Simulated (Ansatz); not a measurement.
**A geometry optimisation of GaH3OSiSn with B3LYP-D3(BJ)/def2-SVP**

The starting geometry of this gas-phase singlet was optimised with GFN2-xTB.

```xyz
7

Ga   -2.8058   -0.2372    0.5196
O    -2.8940   -0.7416   -1.3045
Si   -2.1096   -1.5735   -2.3966
Sn    0.4215   -1.5343   -1.7886
H    -3.2159   -2.2942   -3.0720
H     0.2411   -3.3119   -1.7738
H    -0.3040   -1.4582   -0.0395
```

Task: Predict what it relaxes into with B3LYP-D3(BJ)/def2-SVP.

Result: It rearranges, giving a structure given below by its coordinates. Contacts that open: Sn4–H6 (1.79 → 3.42 Å). Contacts that close: Si3–H6 (2.99 → 1.51 Å).

The energy falls by 0.89 eV over 36 steps:

| step | E − E(last) (eV) |
| --- | --- |
| 1 | 0.891 |
| 5 | 0.602 |
| 9 | 0.511 |
| 13 | 0.248 |
| 17 | 0.144 |
| 20 | 0.126 |
| 24 | 0.017 |
| 28 | 0.001 |
| 32 | 0.000 |
| 36 | 0.000 |

Final geometry (Å):

```yaml
atoms:
  - { symbol: Ga, position_ang: [-3.2549, -0.3281, 0.5862] }
  - { symbol: O, position_ang: [-2.7300, -1.2770, -0.8712] }
  - { symbol: Si, position_ang: [-1.8036, -2.0705, -2.0011] }
  - { symbol: Sn, position_ang: [0.7740, -1.3278, -2.0754] }
  - { symbol: H, position_ang: [-2.4381, -1.9257, -3.3544] }
  - { symbol: H, position_ang: [-1.7940, -3.5517, -1.7222] }
  - { symbol: H, position_ang: [0.5798, -0.6701, -0.4173] }
```

Frequencies at the end are all real (lowest 19 cm⁻¹). Atoms past krypton carry core potentials, without spin–orbit terms. Run with Ansatz 0.2.0, 2.3 min on 2 threads of Intel(R) Xeon(R) Platinum 8259CL CPU @ 2.50GHz (Skylake/Cascade Lake) (shared host).
